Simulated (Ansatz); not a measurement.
`F[CH2][GeH3]` + ethanol → `CC[O][GeH3]` + fluoromethane at 298.15 K and 1 bar (ligand exchange at a Ge–C bond).

Gas-phase electronic energies from Ansatz, PBE0-D4/def2-TZVP geometries. CCSD(T)/CBS adds triple-zeta CCSD(T) − MP2 to the extrapolated MP2 energy (def2 sets, frozen cores). This one scheme is used for every species. For Ge outer-core shells are correlated without core-valence functions, which leaves a few kJ/mol of doubt a bond. Scalar relativity is left out up to krypton. One conformer a species, not always the lowest.

```tsv
species	CCSD(T)/CBS energy (Eh)	H − E (kJ/mol)	S (J/(mol·K))
`F[CH2][GeH3]`	-2216.93494	154.0	301.6
`CCO`	-154.88256	224.2	269.4
`CC[O][GeH3]`	-2232.20346	265.4	340.8
`CF`	-139.63461	113.4	222.6
```

H − E and S are ideal-gas, rigid-rotor, harmonic terms from PBE0-D4/def2-TZVP, for one conformer and one mirror image of each species. 1 Eh = 2625.50 kJ/mol, R = 8.31446 J/(mol·K).

Task: By hand: ΔE, ΔH, ΔS and ΔG.

Result: ΔE = (-2232.20346) + (-139.63461) − (-2216.93494) − (-154.88256) = -0.02057 Eh = -54.0 kJ/mol. Δ(H − E) = 265.4 + 113.4 − 154.0 − 224.2 = 0.6, so ΔH = -53.4 kJ/mol. ΔS = 340.8 + 222.6 − 301.6 − 269.4 = -7.6 J/(mol·K). ΔG = -53.4 − 298.15 × (-7.6)/1000 = -51.1 kJ/mol.

Task: By hand: the equilibrium constant, and the temperature at which ΔG would vanish if ΔH and ΔS stayed fixed.

Result: log₁₀ K = −ΔG/(RT ln 10) = 9.0. ΔG = 0 at ΔH/ΔS = 7026 K, far beyond where these terms or the molecules hold.

The number of gas molecules stays the same, so ΔS is small and ΔH decides. A doubt of 5 kJ/mol in ΔE shifts log₁₀ K by 0.9 here. Other conformers and mirror images would add mixing entropy, several J/(mol·K) or more a flexible species. Modes under 60 cm⁻¹, often nearly free rotors, make the harmonic entropy too high. These are equilibria of isolated gas molecules and say nothing of rates. Largest T1 diagnostic: 0.011 (customary marks: 0.02 for closed shells, 0.045 for open ones).
